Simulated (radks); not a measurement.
Values are calculated unless marked as measured or tabulated.
The cobalt ion Co+, 26 electrons, occupied as [Ar] 3d7 4s0.5 4p0.5 (fractional occupations, a model configuration).

Code: a radial shooting solver on a logarithmic mesh with Libxc functionals. Model: scalar-relativistic Kohn-Sham, LDA (Slater exchange, Perdew-Wang correlation), spin-polarised, spherical densities, point nucleus; open shells are filled with parallel spins first.

Energy parts (Ry):
| part | energy |
|---|---|
| total | -2780.86455 |
| kinetic | 2815.55821 |
| electron-nucleus | -6649.31071 |
| Hartree | 1166.44899 |
| exchange-correlation | -113.56105 |

Orbitals (lengths in bohr, moments of r in powers of bohr):
orbital  occ.  eigenvalue (Ry)     <r^2>
1s up       1        -557.5652  0.004260
1s down     1        -557.5610  0.004260
2s up       1        -66.65986   0.07746
2s down     1        -66.53871   0.07730
2p up       3        -57.26664   0.06239
2p down     3        -57.17246   0.06222
3s up       1         -8.28786    0.6939
3s down     1         -8.04931    0.6977
3p up       3         -5.61448    0.7868
3p down     3         -5.38084    0.7937
3d up       5         -1.40771     1.406
3d down     2         -1.18806     1.504
4s up     0.5         -1.04014     7.458
4s down     0         -0.91648     8.012
4p up     0.5         -0.62906     11.78
4p down     0         -0.53314     13.53

The highest occupied level is 4p up at -8.559 eV. The configuration is held as typed, so some empty levels lie below it. Summed over all electrons, <r^2> = 26.33 bohr^2, which gives a Langevin (diamagnetic) susceptibility term of -20.8 x 10^-6 cm^3/mol. The density falls to 0.001 e/bohr^3 at r = 3.93 bohr. Spin moment in Bohr magnetons: 4.
